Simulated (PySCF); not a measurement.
Molfile (atoms numbered from 1):
```
C5H14OS2Si2
     RDKit          3D

 24 24  0  0  0  0  0  0  0  0999 V2000
   -2.8158   -1.2558    0.9066 C   0  0  0  0  0  0  0  0  0  0  0  0
   -1.6009    0.0179    0.2817 Si  0  0  0  0  0  4  0  0  0  0  0  0
   -2.3036    1.7490    0.3533 C   0  0  0  0  0  0  0  0  0  0  0  0
   -1.0157   -0.3918   -1.4501 C   0  0  0  0  0  0  0  0  0  0  0  0
   -0.2839   -0.0266    1.3367 O   0  0  0  0  0  0  0  0  0  0  0  0
    1.3478    0.1271    1.3223 Si  0  0  0  0  0  4  0  0  0  0  0  0
    2.2831   -1.6256    0.4983 S   0  0  0  0  0  0  0  0  0  0  0  0
    3.4295   -0.7328   -0.6152 C   0  0  0  0  0  0  0  0  0  0  0  0
    2.7616    0.4606   -1.2643 C   0  0  0  0  0  0  0  0  0  0  0  0
    2.1207    1.6309   -0.0091 S   0  0  0  0  0  0  0  0  0  0  0  0
   -3.1131   -1.0384    1.9441 H   0  0  0  0  0  0  0  0  0  0  0  0
   -2.3687   -2.2619    0.8858 H   0  0  0  0  0  0  0  0  0  0  0  0
   -3.7265   -1.2736    0.2870 H   0  0  0  0  0  0  0  0  0  0  0  0
   -3.2011    1.8467   -0.2779 H   0  0  0  0  0  0  0  0  0  0  0  0
   -1.5556    2.4772    0.0017 H   0  0  0  0  0  0  0  0  0  0  0  0
   -2.5807    2.0170    1.3847 H   0  0  0  0  0  0  0  0  0  0  0  0
   -0.4412   -1.3312   -1.4568 H   0  0  0  0  0  0  0  0  0  0  0  0
   -1.8663   -0.4995   -2.1416 H   0  0  0  0  0  0  0  0  0  0  0  0
   -0.3681    0.4126   -1.8335 H   0  0  0  0  0  0  0  0  0  0  0  0
    1.7461    0.4345    2.7176 H   0  0  0  0  0  0  0  0  0  0  0  0
    4.3190   -0.4220   -0.0468 H   0  0  0  0  0  0  0  0  0  0  0  0
    3.7433   -1.4628   -1.3777 H   0  0  0  0  0  0  0  0  0  0  0  0
    3.4857    1.0299   -1.8671 H   0  0  0  0  0  0  0  0  0  0  0  0
    1.9395    0.1393   -1.9210 H   0  0  0  0  0  0  0  0  0  0  0  0
  1  2  1  0
  2  3  1  0
  2  4  1  0
  2  5  1  0
  5  6  1  0
  6  7  1  0
  7  8  1  0
  8  9  1  0
  9 10  1  0
 10  6  1  0
  1 11  1  0
  1 12  1  0
  1 13  1  0
  3 14  1  0
  3 15  1  0
  3 16  1  0
  4 17  1  0
  4 18  1  0
  4 19  1  0
  6 20  1  0
  8 21  1  0
  8 22  1  0
  9 23  1  0
  9 24  1  0
M  END
```

Geometry: PBE0-D3(BJ)/def2-SVP; GIAO absolute shieldings from PySCF 2.14, gas phase, non-relativistic, averaged over equivalent atoms.

At PBE0/pcSseg-1 (268 basis functions, 3.1 min wall time on 1 thread of an AMD EPYC, shared host):
| atoms | σ (ppm) |
| --- | --- |
| C8/C9 | 143.6 |
| C1/C3/C4 | 182.4 |
| Si2 | 327.9 |
| Si6 | 336.0 |
| O5 | 232.6 |
| S7/S10 | 570.8 |
| H20 | 25.33 |
| H22/H24 | 28.43 |
| H21/H23 | 28.58 |
| H11/H12/H13/H14/H15/H16/H17/H18/H19 | 31.05 |

Estimate the result of repeating the calculation with WP04/pcSseg-1.

Answers


```json
{"atoms": "C8/C9", "σ at WP04/pcSseg-1": "128.3", "change": "-15.3"}
{"atoms": "C1/C3/C4", "σ at WP04/pcSseg-1": "170.9", "change": "-11.5"}
{"atoms": "Si2", "σ at WP04/pcSseg-1": "325.1", "change": "-2.8"}
{"atoms": "Si6", "σ at WP04/pcSseg-1": "328.1", "change": "-7.9"}
{"atoms": "O5", "σ at WP04/pcSseg-1": "238.9", "change": "+6.3"}
{"atoms": "S7/S10", "σ at WP04/pcSseg-1": "522.9", "change": "-47.9"}
{"atoms": "H20", "σ at WP04/pcSseg-1": "26.33", "change": "+1.00"}
{"atoms": "H22/H24", "σ at WP04/pcSseg-1": "28.83", "change": "+0.40"}
{"atoms": "H21/H23", "σ at WP04/pcSseg-1": "28.95", "change": "+0.37"}
{"atoms": "H11/H12/H13/H14/H15/H16/H17/H18/H19", "σ at WP04/pcSseg-1": "31.35", "change": "+0.30"}
```

The largest change is at S7/S10 (sulfur bonded to C, Si, in a 5-membered ring). Cost: 268 basis functions, 2.7 min wall time on 1 thread of an AMD EPYC, shared host.
